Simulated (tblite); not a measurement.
Compound: C5H10FPS.
SMILES with atom numbers: `[CH3:1][C@@H:2]1[C@H:3]([F:4])[CH2:5][P@@:6]1([CH3:7])=[S:8]` (hydrogens: H9, H10, H11 on C1; H12 on C2; H13 on C3; H14, H15 on C5; H16, H17, H18 on C7)

Computed with GFN2-xTB (tblite), gas phase: L-BFGS steps from a force-field or distance-geometry start until the largest atomic force falls under 0.01 eV/Å.

Step 87: E = -716.2382 eV
```
atom  x, y, z in Å  |  force x, y, z in eV/Å
C1     -0.8404   -1.6003    0.8557   -0.024   0.040  -0.014
C2     -0.4685   -0.1303    0.9496   -0.050   0.065  -0.036
C3     -1.2637    0.8984    0.1121   -0.011   0.040  -0.176
F4     -1.8357    0.3032   -0.9955    0.054   0.057   0.169
C5     -0.0829    1.7812   -0.3443   -0.134   0.023  -0.054
P6      1.1392    0.4606    0.1781    0.053  -0.019  -0.090
C7      1.4608   -0.5983   -1.2877   -0.058  -0.039   0.019
S8      2.6835    0.8679    1.2681   -0.009   0.029   0.006
H9      0.0460   -2.2063    1.0470   -0.087   0.002   0.080
H10    -1.6113   -1.8534    1.5830    0.051  -0.001  -0.040
H11    -1.2135   -1.8448   -0.1379    0.030   0.046   0.042
H12    -0.4609    0.2168    1.9879    0.012  -0.085   0.045
H13    -2.0868    1.4149    0.6351    0.237  -0.136  -0.124
H14     0.0186    2.7015    0.2347   -0.003  -0.115   0.009
H15    -0.1176    2.0330   -1.4071   -0.003  -0.042   0.112
H16     0.5384   -0.8077   -1.8271    0.043   0.053  -0.004
H17     2.1839   -0.0991   -1.9357   -0.080   0.008   0.075
H18     1.9020   -1.5306   -0.9275   -0.020   0.073  -0.020
```

Step 88: E = -716.2419 eV
```
atom  x, y, z in Å  |  force x, y, z in eV/Å
C1     -0.8438   -1.5978    0.8402   -0.014   0.019  -0.001
C2     -0.4659   -0.1326    0.9519   -0.015   0.049  -0.046
C3     -1.2629    0.9035    0.1273    0.069   0.026  -0.066
F4     -1.8809    0.3185   -0.9498   -0.021  -0.063  -0.068
C5     -0.0867    1.7696   -0.3584   -0.056   0.038  -0.004
P6      1.1390    0.4606    0.1787    0.019  -0.023  -0.101
C7      1.4714   -0.6010   -1.2811   -0.041  -0.022   0.001
S8      2.6714    0.8903    1.2731    0.054   0.037   0.039
H9      0.0347   -2.2104    1.0414   -0.071  -0.018   0.085
H10    -1.6283   -1.8492    1.5518    0.031  -0.019  -0.017
H11    -1.2020   -1.8313   -0.1599    0.012   0.026  -0.001
H12    -0.4541    0.1973    1.9938    0.015  -0.057   0.095
H13    -2.0534    1.4342    0.6701    0.056  -0.020   0.009
H14     0.0176    2.6989    0.2035    0.021  -0.066  -0.006
H15    -0.1282    1.9947   -1.4238   -0.009   0.004   0.035
H16     0.5540   -0.8191   -1.8242    0.018   0.043  -0.002
H17     2.1886   -0.0923   -1.9286   -0.063  -0.010   0.074
H18     1.9207   -1.5274   -0.9179   -0.006   0.058  -0.026
```

Step 89: E = -716.2443 eV
```
atom  x, y, z in Å  |  force x, y, z in eV/Å
C1     -0.8406   -1.5972    0.8465    0.012   0.031  -0.013
C2     -0.4666   -0.1306    0.9506   -0.002   0.037  -0.024
C3     -1.2617    0.9006    0.1190    0.057   0.024  -0.047
F4     -1.8656    0.3126   -0.9650   -0.008  -0.062  -0.060
C5     -0.0854    1.7727   -0.3529   -0.035   0.040  -0.016
P6      1.1402    0.4598    0.1777    0.008  -0.007  -0.060
C7      1.4641   -0.6004   -1.2844   -0.039  -0.007  -0.001
S8      2.6748    0.8806    1.2737    0.038   0.031   0.019
H9      0.0386   -2.2057    1.0555   -0.057  -0.024   0.083
H10    -1.6257   -1.8475    1.5556   -0.007  -0.023   0.016
H11    -1.1936   -1.8379   -0.1529    0.004   0.020  -0.026
H12    -0.4570    0.2036    1.9921    0.013  -0.054   0.064
H13    -2.0606    1.4266    0.6533    0.050  -0.019   0.015
H14     0.0155    2.6966    0.2187    0.019  -0.074  -0.008
H15    -0.1224    2.0080   -1.4160   -0.008   0.010   0.019
H16     0.5449   -0.8126   -1.8261    0.007   0.037  -0.004
H17     2.1815   -0.0941   -1.9326   -0.047   0.003   0.061
H18     1.9108   -1.5286   -0.9244   -0.003   0.037  -0.018
```

Task: Estimate the geometry and energy of step 90. (The exact step hangs on the optimiser's Hessian estimate; all steps are aligned on step 89, rigid shifts and turns removed.)

Result: E = -716.2493 eV, largest force 0.143 eV/Å
```
atom  x, y, z in Å  |  force x, y, z in eV/Å
C1     -0.8220   -1.5936    0.8763   -0.006   0.059  -0.019
C2     -0.4682   -0.1214    0.9471    0.012  -0.004  -0.006
C3     -1.2554    0.8857    0.0803   -0.015  -0.005  -0.050
F4     -1.7905    0.2801   -1.0371    0.086   0.007   0.094
C5     -0.0794    1.7851   -0.3278    0.027   0.062  -0.126
P6      1.1438    0.4553    0.1755   -0.028   0.044   0.048
C7      1.4272   -0.5957   -1.3001    0.007   0.010   0.003
S8      2.6893    0.8330    1.2755    0.002   0.021  -0.040
H9      0.0559   -2.1852    1.1254    0.018  -0.044   0.084
H10    -1.6168   -1.8330    1.5743   -0.093  -0.045   0.054
H11    -1.1451   -1.8661   -0.1232   -0.028   0.000  -0.072
H12    -0.4717    0.2349    1.9838    0.007  -0.037  -0.024
H13    -2.0949    1.3921    0.5711    0.063  -0.050   0.012
H14     0.0038    2.6796    0.2936    0.011  -0.107  -0.041
H15    -0.0917    2.0714   -1.3800   -0.014   0.018   0.055
H16     0.5010   -0.7804   -1.8360   -0.054   0.017  -0.009
H17     2.1450   -0.0997   -1.9526    0.012   0.045   0.032
H18     1.8608   -1.5357   -0.9579   -0.005   0.009   0.005
```

The energy changes by -0.0050 eV. The first-order estimate −F·Δx gives -0.0103 eV and the mean of the old and new forces, exact on a quadratic surface, -0.0046 eV. The step makes an angle of 81° with the force vector and moves no atom by more than 0.109 Å.
